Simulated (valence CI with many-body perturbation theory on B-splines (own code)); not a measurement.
# E1 transitions of Nb

Calculated by configuration interaction combined with many-body perturbation theory (CI+MBPT): five valence electrons over a frozen Dirac-Fock core [Kr], radial functions for each j: 7 s, 7 p, 8 d, 6 f, 4 g, 1 h, with the one-electron correlation potential Σ1 (screened to all orders), the two-electron term Σ2, the three-electron term Σ3, Breit, model QED; selected single and double excitations, second order for the rest, scaled by the run's own slope (own B-spline code, finite nucleus).

Set against measurement, 16 paired levels are off by 122 cm⁻¹ on average, the worst by 321. These come from a selection out of the NIST Handbook of Basic Atomic Spectroscopic Data. Levels without a partner in it may be off by more, other configurations by 1,000 to 4,000 cm⁻¹. Among the levels kept, up to 2100 cm⁻¹ of a level comes from second order outside the variational space, and about a tenth of that is noise between levels of different J, which matters for small intervals.

Lines 1 to 50 of 51 in falling wavelength, among levels below 16795 cm⁻¹, chosen from the strongest by gf and those to the six lowest levels. Wavelengths and rates use the calculated energies, so an error of 100 cm⁻¹ moves a line at 2461 nm by 2.5 % and its rate by three times that or more. Electric multipoles are in the length gauge, E1 and E2 with the static RPA response of the core. Weak lines are less certain than strong ones. Lines between different terms over intervals too small for the method are left out, as are lines whose strength nearly cancels. The highest levels of a list are the least certain.

Names give the largest LS component (configuration and term), which can be under half, so a name can repeat, a term be missing and a line seem to break the LS rules; names also repeat where a configuration has a term twice. Letters in brackets count levels of one name in rising energy.

```csv
λ vac (nm),Upper,Lower,A (s⁻¹),S (a.u.)
2461,4d3 5s 5p 6G°_7/2,4d4 5s 4G_7/2,9.89e+00,5.82e-04
2389,4d3 5s 5p 6G°_7/2,4d4 5s 4G_5/2,5.80e-01,3.12e-05
2340,4d3 5s 5p 6G°_3/2,4d3 5s2 2P_3/2,8.21e-02,2.08e-06
2233,4d3 5s 5p 6G°_7/2,4d3 5s2 2H_9/2,1.71e+00,7.52e-05
2187,4d3 5s 5p 6G°_5/2,4d3 5s2 2P_3/2,1.11e+00,3.45e-05
2078,4d3 5s 5p 6G°_3/2,4d5 6S_5/2,7.17e-05,1.27e-09
1975,4d3 5s 5p 6G°_5/2,4d4 5s 4H_7/2,2.18e+02,4.97e-03
1956,4d3 5s 5p 6G°_5/2,4d5 6S_5/2,2.24e-04,4.96e-09
1887,4d3 5s 5p 6G°_3/2,4d3 5s2 2D_5/2,2.50e-02,3.32e-07
1869,4d3 5s 5p 6G°_7/2,4d4 5s 4H_9/2,4.30e+02,1.11e-02
1826,4d3 5s 5p 6G°_7/2,4d4 5s 4H_7/2,5.00e+01,1.20e-03
1822,4d3 5s 5p 6G°_3/2,4d3 5s2 2P_1/2,1.03e+01,1.23e-04
1810,4d3 5s 5p 6G°_7/2,4d5 6S_5/2,5.26e-05,1.23e-09
1786,4d3 5s 5p 6G°_5/2,4d3 5s2 2D_5/2,7.50e-03,1.27e-07
1664,4d3 5s 5p 6G°_7/2,4d3 5s2 2D_5/2,2.03e+00,3.70e-05
1636,4d3 5s 5p 6G°_3/2,4d3 5s2 2D_3/2,1.92e+00,1.66e-05
1559,4d3 5s 5p 6G°_5/2,4d3 5s2 2D_3/2,1.57e-02,1.76e-07
1498,4d3 5s 5p 6G°_5/2,4d4 5s 4D_7/2 [a],6.45e+00,6.42e-05
1465,4d3 5s 5p 6G°_3/2,4d4 5s 4D_5/2 [a],1.82e+01,1.13e-04
1411,4d3 5s 5p 6G°_7/2,4d4 5s 4D_7/2 [a],4.13e+01,4.58e-04
1404,4d3 5s 5p 6G°_5/2,4d4 5s 4D_5/2 [a],1.13e+02,9.25e-04
1398,4d3 5s 5p 6G°_3/2,4d4 5s 4D_3/2 [a],1.98e+02,1.07e-03
1389,4d3 5s 5p 6G°_7/2,4d3 5s2 2G_9/2,5.08e+00,5.37e-05
1377,4d3 5s 5p 6G°_5/2,4d3 5s2 2G_7/2,8.36e+00,6.46e-05
1348,4d3 5s 5p 6G°_3/2,4d4 5s 4D_1/2 [a],4.49e+02,2.17e-03
1342,4d3 5s 5p 6G°_5/2,4d4 5s 4D_3/2 [a],3.23e+02,2.32e-03
1327,4d3 5s 5p 6G°_7/2,4d4 5s 4D_5/2 [a],2.27e+02,2.10e-03
1303,4d3 5s 5p 6G°_7/2,4d3 5s2 2G_7/2,4.17e-01,3.64e-06
1024,4d3 5s 5p 6G°_3/2,4d3 5s2 4P_5/2,4.49e-02,9.52e-08
993.5,4d3 5s 5p 6G°_5/2,4d3 5s2 4P_5/2,1.22e-01,3.54e-07
958.6,4d3 5s 5p 6G°_3/2,4d3 5s2 4P_3/2,2.27e-01,3.95e-07
954.4,4d3 5s 5p 6G°_7/2,4d3 5s2 4P_5/2,5.40e-01,1.85e-06
931.9,4d3 5s 5p 6G°_5/2,4d3 5s2 4P_3/2,6.23e-01,1.49e-06
931.4,4d3 5s 5p 6G°_3/2,4d3 5s2 4P_1/2,6.59e-01,1.05e-06
713.3,4d3 5s 5p 6G°_7/2,4d3 5s2 4F_9/2,3.03e+02,4.34e-04
702.0,4d3 5s 5p 6G°_5/2,4d3 5s2 4F_7/2,1.03e+03,1.06e-03
689.5,4d3 5s 5p 6G°_3/2,4d3 5s2 4F_5/2,2.36e+03,1.53e-03
682.2,4d3 5s 5p 6G°_7/2,4d3 5s2 4F_7/2,2.97e+03,3.72e-03
675.6,4d3 5s 5p 6G°_5/2,4d3 5s2 4F_5/2,6.23e+03,5.69e-03
668.7,4d3 5s 5p 6G°_3/2,4d3 5s2 4F_3/2,1.52e+04,8.98e-03
657.3,4d3 5s 5p 6G°_7/2,4d3 5s2 4F_5/2,8.40e+03,9.42e-03
655.6,4d3 5s 5p 6G°_5/2,4d3 5s2 4F_3/2,6.90e+03,5.76e-03
648.8,4d3 5s 5p 6G°_3/2,4d4 5s 6D_5/2,1.05e+01,5.67e-06
648.7,4d3 5s 5p 6G°_5/2,4d4 5s 6D_7/2,2.01e+01,1.63e-05
646.1,4d3 5s 5p 6G°_7/2,4d4 5s 6D_9/2,7.51e+00,8.00e-06
639.0,4d3 5s 5p 6G°_3/2,4d4 5s 6D_3/2,8.18e+01,4.21e-05
636.4,4d3 5s 5p 6G°_5/2,4d4 5s 6D_5/2,2.76e+02,2.11e-04
632.8,4d3 5s 5p 6G°_3/2,4d4 5s 6D_1/2,7.76e+01,3.88e-05
631.8,4d3 5s 5p 6G°_7/2,4d4 5s 6D_7/2,3.68e+02,3.66e-04
627.0,4d3 5s 5p 6G°_5/2,4d4 5s 6D_3/2,5.47e+02,3.99e-04
```
